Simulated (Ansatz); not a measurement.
Ideal-gas functions of C₂H₅NSi (`N#CC[SiH3]`) at 298.15 K and 1 bar, from an Ansatz frequency run at PBE0-D4/def2-TZVP.

Molar mass 71.15 g/mol, point group Cs (symmetry number 1), electronic degeneracy 1, moments of inertia 27.058, 166.939, 184.887 u Å². Harmonic wavenumbers (cm⁻¹, unscaled): 134, 143, 385, 473, 508, 586, 751, 833, 919, 943, 945, 981, 1172, 1185, 1427, 2239, 2254, 2261, 2373, 3069, 3120.

Use S(trans) = R[1.5 ln M + 2.5 ln T − 1.1517]; rotational temperatures θ = 24.2544 K / I; S(rot) = R[ln(√π/σ · √(T³/θAθBθC)) + 1.5]; for each mode x = 1.438777 ν̃/T, S = R[x/(eˣ − 1) − ln(1 − e⁻ˣ)] and H = RT x/(eˣ − 1); 1 cm⁻¹ = 0.0119627 kJ/mol; R = 8.31446 J/(mol·K).

Task: By hand: the entropy, in J/(mol·K).

Result: Translation 162.0. Rotation: θ = 0.8964, 0.1453, 0.1312 K, giving 105.2. Vibration, mode by mode: 12.08, 11.56, 4.27, 3.05, 2.67, 1.98, 1.05, 0.76, 0.54, 0.49, 0.49, 0.42, 0.19, 0.18, 0.07, 0.00, 0.00, 0.00, 0.00, 0.00, 0.00, in all 39.8. Electronic 0.0. Sum 307.0 J/(mol·K).

Task: By hand: H − E and G − E in kJ/mol, counted from the electronic energy.

Result: Zero-point energy ½ × 26701 × 0.0119627 = 159.7; thermal vibration 7.0; translation, rotation and pV give 4 RT = 9.9. H − E = 176.6 kJ/mol, and G − E = 176.6 − 298.15 × 307.0/1000 = 85.1 kJ/mol.

Vibration gives 13 % of the entropy, 23.6 J/(mol·K) of it from the modes under 150 cm⁻¹: soft modes count most, and the harmonic formula is weakest for them.
